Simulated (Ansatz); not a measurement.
`O[Si](O)(O)[O][SnH3]`. The species carries charge 0 and has multiplicity 1. Sn takes the def2 core potential. All single points use the PBE0-D4/def2-TZVP geometry. It is one conformer, not always the lowest.

```xyz
12

O     2.202   -0.366    0.070
Si    0.830    0.414   -0.354
O     0.198   -0.421   -1.616
O     1.286    1.944   -0.716
O    -0.330    0.445    0.763
Sn   -1.842   -0.803    1.004
H     2.856    0.156    0.536
H     0.814   -0.741   -2.276
H     0.600    2.610   -0.665
H    -2.380   -0.447    2.580
H    -1.238   -2.386    0.855
H    -2.996   -0.405   -0.182
```

**Question.** What is the dipole moment at PBE/def2-TZVPP? (An estimate is asked.)

**Answer.** The calculation gave: 0.86 D, with components (-0.83, 0.04, 0.20) D in this frame, pointing from negative to positive charge.

**Question.** And with r2SCAN, B3LYP, ωB97M-V? (An estimate is asked.)

**Answer.** Ansatz gave: r2SCAN 0.91 D, B3LYP 0.96 D, ωB97M-V 1.00 D.

**Question.** Give the Mulliken charges with PBE, r2SCAN, ωB97M-V in def2-TZVPP. (Best estimate.)

**Answer.** Ansatz gave: 
```tsv
atom	PBE	r2SCAN	ωB97M-V
O1	-0.36	-0.42	-0.39
Si2	0.60	0.79	0.76
O3	-0.36	-0.42	-0.39
O4	-0.35	-0.41	-0.38
O5	-0.52	-0.62	-0.61
Sn6	0.74	0.80	0.69
H7	0.20	0.21	0.18
H8	0.19	0.21	0.18
H9	0.19	0.21	0.18
H10	-0.12	-0.12	-0.09
H11	-0.10	-0.11	-0.07
H12	-0.11	-0.11	-0.08
```

B3LYP here is the variant with VWN-RPA as its local correlation; programs differ in this.
